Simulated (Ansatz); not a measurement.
Ansatz (a first-principles code) input (B3LYP/6-31+G*): The .json file is the Basis Set Exchange's 6-31+G*.

Ansatz 0.2 input:
```yaml
crystal:
  periodic: [false, false, false]
  atoms:
    - {symbol: O, position_ang: [1.14632500, -0.77271000, 0.67402600]}
    - {symbol: Si, position_ang: [-0.00835500, -0.16987700, -0.33167100]}
    - {symbol: O, position_ang: [-1.44350000, -0.24778000, 0.45065500]}
    - {symbol: F, position_ang: [0.23417800, 1.38600800, -0.62329600]}
    - {symbol: H, position_ang: [2.04185900, -0.87053700, 0.33729900]}
    - {symbol: H, position_ang: [-1.65508700, -1.06133900, 0.91830000]}
basis:
  gaussian:
    orbitals: 6-31+G_.json
hamiltonian:
  xc: {name: B3LYP}
magnetization: {spin_polarized: true, initial_magnetization: 1}
output: {forces: true}
```

Output:

```
Functional definition: B3LYP
integrals: 0.03 GiB planned
733 factors; integrals over basis functions are off by at most 8.5e-4 eV
mean field: 0.41 GiB planned
mean field evaluation 1: about -14713.1287 eV, gradient 5.7e1 eV
mean field evaluation 2: about -14686.5617 eV, gradient 1.0e2 eV
mean field evaluation 4: about -14723.6646 eV, gradient 6.2e0 eV
mean field evaluation 8: about -14723.9190 eV, gradient 1.2e-1 eV
mean field evaluation 16: about -14723.9191 eV, gradient 6.6e-5 eV
mean field -14723.91910749 eV, -541.0940469694 hartree, gradient 6.9e-5 eV, S^2 0.751401; 0 other end points of the search recorded, 0 dependent functions left out
the calculation of the forces begins
reference -14723.91936301 eV, -541.0940563596 hartree; 21, 20 occupied and 63, 64 virtual orbitals, 733 factors
Total energy: -14723.91936301 eV, -541.0940563596 hartree
Atom 0 at     1.146325    -0.772710     0.674026 Å, force     0.110970    -0.184462     0.440296 eV/Å
Atom 1 at    -0.008355    -0.169877    -0.331671 Å, force    -0.056915    -0.447494    -0.511194 eV/Å
Atom 2 at    -1.443500    -0.247780     0.450655 Å, force    -0.409615     0.212810     0.117621 eV/Å
Atom 3 at     0.234178     1.386008    -0.623296 Å, force     0.115857     0.752820    -0.153129 eV/Å
Atom 4 at     2.041859    -0.870537     0.337299 Å, force     0.346252    -0.058424    -0.073418 eV/Å
Atom 5 at    -1.655087    -1.061339     0.918300 Å, force    -0.106548    -0.275249     0.179825 eV/Å
Dipole moment:     0.237944    -0.533509    -0.032769 e Å
```

The geometry given is a B3LYP-D3(BJ)/def2-TZVP minimum.
